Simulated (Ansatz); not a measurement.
Molecular dynamics of AlFH₆O₂Si

Input file:

```yaml
crystal:
  periodic: [false, false, false]
  atoms:
    - { symbol: Al, position_ang: [-0.7285, 0.5849, -0.5032] }
    - { symbol: F, position_ang: [0.4892, 1.9615, 0.5365] }
    - { symbol: O, position_ang: [-0.3229, 0.6668, -2.0893] }
    - { symbol: O, position_ang: [-2.147, 0.4449, 0.3081] }
    - { symbol: H, position_ang: [0.6114, 0.7581, 0.5302] }
    - { symbol: Si, position_ang: [1.0574, -1.0537, 0.7104] }
    - { symbol: H, position_ang: [-0.107, 0.7962, -3.0002] }
    - { symbol: H, position_ang: [-2.9702, 0.45, 0.7723] }
    - { symbol: H, position_ang: [0.5073, -2.3582, 0.3117] }
    - { symbol: H, position_ang: [2.454, -1.1031, 0.2455] }
    - { symbol: H, position_ang: [1.1563, -1.1475, 2.178] }
magnetization:
  spin_polarized: true
basis:
  gaussian: { orbitals: STO-3G }
hamiltonian:
  xc: pbe0
  dispersion: d4
md:
  timestep: 0.5
  n_steps: 150
  ensemble: nve
  temperature: 100.0
  initial_velocities: maxwell_boltzmann
  seed: 54130
```

Launched with:

```bash
$ ansatz run input.yaml --threads 1 --pin off --max-ram 2048MiB --backend cpu --events-out ev --progress --plain --runs-dir out
```

It starts from a rough guess of a transition structure, not a stationary point.

Output, in part (step lines, the closing report, with atoms numbered from 0):

```
md step     0: t =     0.00 fs  T =   100.0 K  F+E_penalty+E_count = -21101.08514195 eV  E_kin = 0.116334 eV  conserved = -21100.96880795 eV  (26 SCF iters)
md step     1: t =     0.50 fs  T =   137.9 K  F+E_penalty+E_count = -21101.13023633 eV  E_kin = 0.160432 eV  conserved = -21100.96980427 eV  (24 SCF iters)
md step     2: t =     1.00 fs  T =   207.8 K  F+E_penalty+E_count = -21101.21303890 eV  E_kin = 0.241770 eV  conserved = -21100.97126909 eV  (28 SCF iters)
md step     3: t =     1.50 fs  T =   291.0 K  F+E_penalty+E_count = -21101.31090542 eV  E_kin = 0.338585 eV  conserved = -21100.97232078 eV  (27 SCF iters)
md step     4: t =     2.00 fs  T =   373.4 K  F+E_penalty+E_count = -21101.40697437 eV  E_kin = 0.434372 eV  conserved = -21100.97260237 eV  (28 SCF iters)
md step     5: t =     2.50 fs  T =   450.2 K  F+E_penalty+E_count = -21101.49606759 eV  E_kin = 0.523738 eV  conserved = -21100.97232973 eV  (28 SCF iters)
[... lines left out ...]
Total energy: -21101.49536838 eV, -775.4656516805 hartree
Atom 0 at    -0.609240     0.140943    -0.463318 Å, force    -0.237351     3.236296     0.014483 eV/Å
Atom 1 at     0.289996     2.236277     0.370955 Å, force    -3.794158    -1.655993    -1.451425 eV/Å
Atom 2 at    -0.246130     1.064814    -2.170354 Å, force    -2.443869    -2.697352     4.266301 eV/Å
Atom 3 at    -2.284411     0.707305     0.375066 Å, force     2.260636    -1.111733    -1.213285 eV/Å
Atom 4 at     1.134101     2.474964     0.686250 Å, force     3.207483     0.612491     1.094890 eV/Å
Atom 5 at     1.140152    -1.261837     0.783261 Å, force    -2.819602     1.118206    -1.480165 eV/Å
Atom 6 at    -1.301699     1.129137    -2.218105 Å, force     1.032758     0.572369    -0.883405 eV/Å
Atom 7 at    -3.204688     0.659495    -0.145178 Å, force     2.133929    -0.317205    -0.228631 eV/Å
Atom 8 at     0.844467    -2.594558     0.243273 Å, force     0.713862     0.335629     0.173889 eV/Å
Atom 9 at     2.512434    -0.825180     0.493549 Å, force    -0.451353    -0.426061     0.286405 eV/Å
Atom 10 at     0.886283    -1.426732     2.223837 Å, force     0.397664     0.333353    -0.579057 eV/Å
Dipole moment:     0.112195     0.069886     0.069709 e Å
```

The steps, from the saved trajectory:

| time (fs) | T (K) | potential energy less start (eV) | conserved less start (meV/atom) |
| --- | --- | --- | --- |
| 0.0 | 100 | 0.000 | 0.00 |
| 2.5 | 450 | -0.411 | -0.32 |
| 5.0 | 842 | -0.867 | -0.37 |
| 7.5 | 1008 | -1.060 | -0.29 |
| 10.0 | 996 | -1.046 | -0.34 |
| 12.5 | 1102 | -1.168 | -0.28 |
| 15.0 | 1263 | -1.353 | -0.10 |
| 17.5 | 1598 | -1.749 | -0.58 |
| 20.0 | 1741 | -1.910 | -0.10 |
| 22.5 | 2327 | -2.598 | -0.64 |
| 25.0 | 2558 | -2.867 | -0.68 |
| 27.5 | 2133 | -2.368 | -0.33 |
| 30.0 | 1654 | -1.813 | -0.51 |
| 32.5 | 1145 | -1.217 | -0.09 |
| 35.0 | 1265 | -1.360 | -0.44 |
| 37.5 | 1483 | -1.612 | -0.30 |
| 40.0 | 1885 | -2.080 | -0.38 |
| 42.5 | 2335 | -2.607 | -0.64 |
| 45.0 | 2355 | -2.628 | -0.39 |
| 47.5 | 2285 | -2.548 | -0.52 |
| 50.0 | 1993 | -2.208 | -0.49 |
| 52.5 | 1628 | -1.780 | -0.25 |
| 55.0 | 1524 | -1.660 | -0.32 |
| 57.5 | 1545 | -1.684 | -0.22 |
| 60.0 | 1654 | -1.812 | -0.38 |
| 62.5 | 1607 | -1.757 | -0.38 |
| 65.0 | 1438 | -1.560 | -0.36 |
| 67.5 | 1293 | -1.395 | -0.70 |
| 70.0 | 751 | -0.758 | -0.11 |
| 72.5 | 545 | -0.522 | -0.48 |
| 75.0 | 451 | -0.410 | -0.18 |

All steps were run. The conserved energy stayed within 0.78 meV per atom of its start (net change -0.18 meV per atom), so the integration is sound. The system heated up, since it started high on the potential surface and ran downhill. A run of 0.075 ps of so small a system gives no equilibrium averages. The orbitals stay closed-shell, which can raise the energy where a bond breaks towards radicals; this wasn't checked here. Limits of this set-up: minimal basis.

The step under study would form Al1–Si6, F2–H5 and break Al1–F2, H5–Si6. These pairs go: Al1–Si6 2.71 → 2.57 Å, F2–H5 1.21 → 0.93 Å, Al1–F2 2.11 → 2.43 Å, H5–Si6 1.87 → 3.74 Å. In the last frame they stand as after the step (other bonds may differ from the relaxed reactants and products). Also parted: Al1–H5 1.70 → 3.13 Å. It ends as AlH5O2Si + FH. Pairs count as bonded within 1.25 times the sum of covalent radii (0.12 Å more for H–H).

Last frame:

```xyz
11
Properties=species:S:1:pos:R:3
Al -0.609 0.141 -0.463
F 0.290 2.236 0.371
O -0.246 1.065 -2.170
O -2.284 0.707 0.375
H 1.134 2.475 0.686
Si 1.140 -1.262 0.783
H -1.302 1.129 -2.218
H -3.205 0.659 -0.145
H 0.845 -2.595 0.243
H 2.512 -0.825 0.493
H 0.886 -1.427 2.224
```

Run time: 9.2 min on 1 thread of Arm Neoverse V1, with other jobs on the host, peak memory 0.15 GiB.
